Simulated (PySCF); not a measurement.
Species: C4H10NOSi (doublet state).
Cartesian coordinates in Å at the GFN2-xTB level; atoms count from 1:
```
atom  x, y, z in Å
C1    -1.3256    1.9154    0.3350
Si2   -1.0748    0.1264    0.0018
N3    -2.5005   -0.7796   -0.3391
C4     0.4209   -0.3107   -1.1375
C5     1.0217   -0.8781    0.1460
C6     2.2442   -0.1324    0.6423
O7    -0.0779   -0.6908    1.0481
H8    -0.5409    2.5601    0.6884
H9    -2.2036    2.4268   -0.0137
H10   -3.3499   -0.2812   -0.5366
H11   -2.6895   -1.5895    0.2285
H12    0.2264   -1.0617   -1.8950
H13    0.9948    0.5019   -1.5678
H14    1.2280   -1.9519    0.0911
H15    2.5159   -0.4809    1.6357
H16    3.0808   -0.2927   -0.0337
H17    2.0230    0.9309    0.6964
```

The hyperfine couplings belong to this conformer and change with its torsions.

As a line formula: `[CH2][Si@@]1(N)C[C@@H](C)O1` [radical].

Theory: UKS B3LYP, pcH-1 on C H N O Si, non-relativistic, mean-field spin-orbit, GIAO in PySCF 2.14.0. The structure is a single GFN2-xTB conformer in the gas phase; no vibrational or solvent corrections. The geometry wasn't refined by DFT: couplings that depend on bond lengths, twists or pyramidal angles can differ widely from those at the functional's own minimum. The SCF solution wasn't tested for stability.

Principal values of hyperfine tensors in MHz (contact, dipolar and spin–orbit terms together), for some of the nuclei:

```tsv
atom	isotope	A1	A2	A3
C1	13C	7.39	7.72	231.88
H9	1H	-92.89	-57.14	-19.05
H8	1H	-92.14	-56.83	-18.78
C4	13C	21.95	22.32	36.68
O7	17O	-10.63	-6.35	-6.16
H12	1H	1.81	4.04	8.52
H13	1H	-6.05	-2.99	2.60
H15	1H	0.75	0.84	2.91
```

Task: Give the isotropic coupling of each nucleus in MHz and in mT (g = 2.0025), and the anisotropic part.

Result: a_iso = (A1 + A2 + A3)/3, Ti = Ai − a_iso; 1 mT corresponds to 28.028 MHz. The tensors hold a spin–orbit part: the run splits a_iso into a_FC + a_SO, and T includes its anisotropic share.

```json
{"atom": "C1", "a_iso (MHz)": "82.33", "a_FC": "82.44", "a_SO": "-0.11", "a_iso (mT)": "2.937", "T1": "-74.94", "T2": "-74.61", "T3": "149.55"}
{"atom": "H9", "a_iso (MHz)": "-56.36", "a_FC": "-56.37", "a_SO": "0.01", "a_iso (mT)": "-2.011", "T1": "-36.53", "T2": "-0.78", "T3": "37.31"}
{"atom": "H8", "a_iso (MHz)": "-55.92", "a_FC": "-55.93", "a_SO": "0.01", "a_iso (mT)": "-1.995", "T1": "-36.22", "T2": "-0.91", "T3": "37.14"}
{"atom": "C4", "a_iso (MHz)": "26.98", "a_FC": "26.99", "a_SO": "-0.01", "a_iso (mT)": "0.963", "T1": "-5.03", "T2": "-4.67", "T3": "9.70"}
{"atom": "O7", "a_iso (MHz)": "-7.71", "a_FC": "-7.71", "a_SO": "0.00", "a_iso (mT)": "-0.275", "T1": "-2.92", "T2": "1.36", "T3": "1.56"}
{"atom": "H12", "a_iso (MHz)": "4.79", "a_FC": "4.79", "a_SO": "0.00", "a_iso (mT)": "0.171", "T1": "-2.98", "T2": "-0.75", "T3": "3.73"}
{"atom": "H13", "a_iso (MHz)": "-2.15", "a_FC": "-2.15", "a_SO": "0.00", "a_iso (mT)": "-0.077", "T1": "-3.91", "T2": "-0.84", "T3": "4.75"}
{"atom": "H15", "a_iso (MHz)": "1.50", "a_FC": "1.50", "a_SO": "0.00", "a_iso (mT)": "0.053", "T1": "-0.75", "T2": "-0.66", "T3": "1.41"}
```

Task: What spin density at the nucleus of C1 lies behind its contact coupling (g_N = 1.40482)?

Result: a_FC = 800.24 MHz bohr³ × g_N × ρ(0)/(2S). With a_FC = 82.44 MHz and 2S = 1, ρ(0) = 0.07333 bohr⁻³.

Task: Si2 (29Si, g_N = -1.11058) isn't in the table. Its spin density at the nucleus is -0.05555 bohr⁻³. What is its contact coupling?

Result: By the same relation, a_FC = 49.4 MHz. The spin–orbit term adds -0.06 MHz. Its full tensor has the principal values 45.86, 49.13, 52.95 MHz.

Task: Which nucleus of the table has the largest anisotropic coupling, and what is its form?

Result: C1: -74.9, -74.6, 149.5 MHz (the dipolar term alone has -74.9, -74.6, 149.4), axial, in the ratio −1:−1:+2, the form that spin in one p orbital centred on that nucleus gives.

Task: In a single crystal, with the field along each principal axis of the tensor of C1 in turn, what first-order splitting does this nucleus give (isotropic g, quadrupole terms neglected)?

Result: 2 lines (I = 1/2), spaced by |A_i|/(g × 13.996): 0.26, 0.28, 8.27 mT along the axes of A1, A2 and A3.

Time: 1.7 min of wall time (grids of density and orbitals included); peak memory 1.0 GiB. Hardware: an Arm Neoverse V1 with one thread, no GPU, on a shared host.
